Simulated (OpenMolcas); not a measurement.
Pr3+ among 8 point charges of -0.5 e arranged as a hexagonal bipyramid (D6h), 2.67 Å from the ion, with the axial distance 3.097 Å.

| Quantity | Value |
| --- | --- |
| Program | OpenMolcas |
| Method | CASSCF |
| Basis | ANO-RCC-VDZP [7s6p4d2f1g] |
| Scalar Hamiltonian | DKH2, point nucleus |
| Active space | 2 electrons in 7 orbitals (4f) |
| State averaging | 2S+1 = 3 even, 21 roots; 2S+1 = 1 even, 27 roots kept (CI in the orbitals of an earlier block) |
| Spin-orbit coupling | RASSI with atomic mean-field integrals over the reference wave functions |

Problem. What is the spin-free ground state?

Solution. A state of multiplicity 3, 1-fold in its orbital part, 100 % from free-ion H terms; it has the highest spin that f2 allows.

Problem. Where is the first state of the same spin?

Solution. A 2-fold state lies at 30.4 cm-1 above the ground state.

Problem. What are the lowest two levels with spin-orbit coupling?

Solution. A 1-fold level, then a 2-fold level 40.8 cm-1 above it. Their leading multiplicities are 3 (98 %) and 3 (98 %).

Problem. What is χT at 300 K, and how does it compare with the textbook value?

Solution. Hund's rules give f2 the level 3H4 with g = 0.800, so an isolated free-ion multiplet has χT = g² J(J+1) / 8 = 1.600 cm3 K/mol. The computed 1.616 at 300 K differs by +1 %, through the field's splitting, the mixing of terms and any other multiplet in reach.

This is an electrostatic model: the charges have no orbitals. An unlabelled pair can be two single states that coincide in this model. The first state left out of the spin-orbit step lies near 63000 cm-1 above the lowest spin-free state of the reference (among the parities and spins computed), and the lists stop at four fifths of that energy or lower. No measured value stands beside these numbers.
